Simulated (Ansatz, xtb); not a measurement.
# Two isomers of C5H4ClN

Structure a is `C=C/C=C(/Cl)C#N`, a singlet and structure b is `N#CC1=CC[C@@H]1Cl`, a singlet. Both are isolated molecules in the gas phase, relaxed with r2SCAN-D4/def2-SVP; the shapes shown needn't be the lowest conformers.

a (Å):

```xyz
11

C    -0.0768    0.7926   -0.3507
C     0.2717   -0.4944   -0.1494
C     0.4383   -1.4365   -1.2287
C     0.7888   -2.7399   -1.0594
C     1.0338   -3.3330    0.2104
Cl    0.9716   -3.8165   -2.4119
N     1.2335   -3.8152    1.2539
H    -0.2509    1.1836   -1.3586
H    -0.1960    1.4858    0.4856
H     0.4404   -0.8628    0.8699
H     0.2739   -1.0898   -2.2543
```

b (Å):

```yaml
atoms:
  - { symbol: C, position_ang: [0.1101, 0.5764, 0.5574] }
  - { symbol: C, position_ang: [0.4359, -0.5615, -0.2167] }
  - { symbol: C, position_ang: [1.2556, -0.8108, -1.2673] }
  - { symbol: C, position_ang: [0.8615, -2.2627, -1.3816] }
  - { symbol: C, position_ang: [-0.0196, -2.0035, -0.1196] }
  - { symbol: Cl, position_ang: [-1.7781, -2.2874, -0.3025] }
  - { symbol: N, position_ang: [-0.1774, 1.4979, 1.2123] }
  - { symbol: H, position_ang: [1.9683, -0.1862, -1.8131] }
  - { symbol: H, position_ang: [0.2633, -2.5108, -2.2731] }
  - { symbol: H, position_ang: [1.6635, -3.0118, -1.2653] }
  - { symbol: H, position_ang: [0.3032, -2.5305, 0.7906] }
```

**Question.** Which of the two would you expect CCSD(T)/def2-SVP + ΔMP2/def2-TZVPP electronic energies to favour?

**Answer.** Structure a; the calculation gives E(b) − E(a) = +7.0 kcal/mol.

Level by level:

```
                             level            geometry  E(b) − E(a) (kcal/mol)  departure from the last row (kcal/mol)  job, with rough time for the two
                          GFN2-xTB            GFN2-xTB                      −0.1                                    −7.1              optimisation, 0.27 s
                         HF/STO-3G            GFN2-xTB                     −17.0                                   −24.0              single point, 0.77 s
      r2SCAN-D4/def2-SVP//GFN2-xTB            GFN2-xTB                      +6.2                                    −0.8               single point, 3.9 s
                r2SCAN-D4/def2-SVP  r2SCAN-D4/def2-SVP                      +6.3                                    −0.7                optimisation, 45 s
                       HF/def2-SVP  r2SCAN-D4/def2-SVP                      +6.4                                    −0.6           part of the CCSD(T) run
                      MP2/def2-SVP  r2SCAN-D4/def2-SVP                      +4.2                                    −2.8           part of the CCSD(T) run
                  CCSD(T)/def2-SVP  r2SCAN-D4/def2-SVP                      +6.5                                    −0.5                      single point
CCSD(T)/def2-SVP + ΔMP2/def2-TZVPP  r2SCAN-D4/def2-SVP                      +7.0                                                        single point, 63 s
```

As drawn, b has 2 C–C in place of 1 C=C. Structure a has no ring, b a 4-membered ring.

HF/STO-3G puts the two in the other order. GFN2-xTB finds them nearly level. The largest departure from CCSD(T)/def2-SVP + ΔMP2/def2-TZVPP is that of HF/STO-3G, 24.0 kcal/mol. The last row adds to CCSD(T) the change of the MP2 difference between the two basis sets, here +0.5 kcal/mol.

With thermal terms from frequencies at re-optimised GFN2-xTB minima (ideal gas, soft modes damped towards free rotors, one conformer each, 298.15 K, 1 atm): on the last row, ΔE + ΔZPE = +8.1, ΔH = +7.6, ΔG = +8.7 kcal/mol.

The correlated steps freeze 11 core orbitals. Mirror images aren't counted in ΔG. Programs: Ansatz 0.2.0, xtb 6.7.1; the last row on 2 threads of Intel(R) Xeon(R) Processor @ 2.70GHz on a shared host.
